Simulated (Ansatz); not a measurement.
Geometry optimisation, RKS PBE/def2-SVP (Ansatz 0.2.0).

input.yaml

```yaml
crystal:
  periodic: [false, false, false]
  atoms:
    - { symbol: B, position_ang: [0.003083, -0.297932, -0.039672] }
    - { symbol: H, position_ang: [-0.040151, -0.430779, 1.156755] }
    - { symbol: F, position_ang: [1.18959, -0.114788, -0.619177] }
    - { symbol: O, position_ang: [-1.078302, -0.423284, -0.842551] }
    - { symbol: H, position_ang: [-1.906068, -0.558348, -0.345466] }
    - { symbol: Cl, position_ang: [-0.073031, 2.548773, 1.096475] }
    - { symbol: H, position_ang: [0.234278, 1.352959, 1.611835] }
basis:
  gaussian: { orbitals: def2-SVP }
hamiltonian:
  xc: pbe
relax:
  f_tol: 0.03
  max_steps: 50
output:
  orbitals: {}
```

Command:

```bash
$ ansatz run input.yaml --threads 1 --pin off --max-ram 2048MiB --backend cpu --events-out ev --progress --plain --runs-dir out
```

**Question.** Where does it end, and by what steps?

**Answer.** The run converged. After 25 steps the energy has fallen by 0.160 eV; H7 moved furthest, 1.04 Å.

```csv
step,energy less start (eV),largest force component (eV/Å),accepted
0,0.0000,0.903,yes
1,-0.0379,0.699,yes
2,0.0677,1.237,no
3,-0.0502,0.374,yes
4,-0.0567,0.337,yes
5,-0.0590,0.268,yes
6,-0.0631,0.102,yes
7,-0.0647,0.253,yes
8,-0.0664,0.258,yes
9,-0.0705,0.107,yes
10,-0.0744,0.132,yes
11,-0.0648,0.781,no
12,-0.0800,0.093,yes
13,-0.0858,0.178,yes
14,-0.0854,0.654,no
15,-0.0920,0.169,yes
16,-0.0997,0.155,yes
17,-0.1098,0.325,yes
18,-0.1180,0.679,yes
19,-0.1295,0.762,yes
20,-0.1572,0.121,yes
21,-0.1581,0.137,yes
22,-0.1600,0.061,yes
23,-0.1600,0.096,yes
24,-0.1602,0.053,yes
25,-0.1603,0.005,yes
```

```xyz
7
Properties=species:S:1:pos:R:3
B -0.138 -0.457 0.089
H -0.317 -1.097 1.106
F 1.048 0.160 -0.089
O -1.037 -0.328 -0.911
H -1.874 -0.784 -0.715
Cl -0.086 2.650 1.625
H 0.734 1.932 0.914
```

Whether the end is a true minimum wasn't checked by a vibrational analysis.

The run took 48 s on 1 thread of Arm Neoverse V2 (shared host), peak memory 0.15 GiB.
